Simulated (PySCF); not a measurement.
r²SCAN beside CCSD(T) along the third period: bonds to Bi

r²SCAN and CCSD(T) in PySCF with def2-SVPD on every atom (core potentials on Bi), for the lowest determinant that a PBE0 search found; no spin–orbit coupling.

```tsv
molecule	state (unpaired electrons)	r²SCAN Re (Å)	r²SCAN ωe (cm⁻¹)	r²SCAN De (eV)	CCSD(T) Re (Å)	CCSD(T) ωe (cm⁻¹)	CCSD(T) De (eV)
NaBi	triplet (π ↑↑)	3.011	182	1.15	3.061	177	0.87
MgBi	quartet (σ ↑, π ↑↑)	2.953	191	0.68	3.066	140	0.19
AlBi	triplet (π ↑↑)	2.836	236	1.71	?	?	?
SiBi	doublet (π ↑)	2.478	373	2.48	2.510	353	2.01
BiCl	triplet (π ↑↑)	2.489	328	3.06	2.517	318	2.56
```

(1) Estimate the CCSD(T) values of AlBi by adding the mean shift from r²SCAN to CCSD(T) of the other rows, and compare with the calculation.

(2) What are the mean differences of r²SCAN from CCSD(T) over the whole series?

In a basis of this size CCSD(T) is itself not converged; it tends to give bonds that are too long and too weak.

Correlated steps freeze the inner cores (5 to 9 orbitals); shallow outer-core shells are correlated. UHF and ROHF references stand side by side, which adds small steps between rows. Weak bonds: MgBi. Basis-set superposition, not corrected here, can be much of De in a small basis, most of all at correlated wavefunction levels. Functionals without a dispersion term scatter widely for such bonds, and LDA overbinds them. These are scalar-relativistic numbers at best; spin–orbit coupling would shift them, the dissociation energy most. States were picked by a PBE0 search and need not be the measured ground states.

Results:

(1) The mean shifts are +5.6 pm, -22 cm⁻¹ and -0.44 eV, which give 2.892 Å, 214 cm⁻¹ and 1.27 eV. CCSD(T)/def2-SVPD gives Re = 2.851 Å, ωe = 228 cm⁻¹, De = 1.35 eV.

(2) Re -4.8 pm, ωe +19 cm⁻¹, De +0.42 eV.
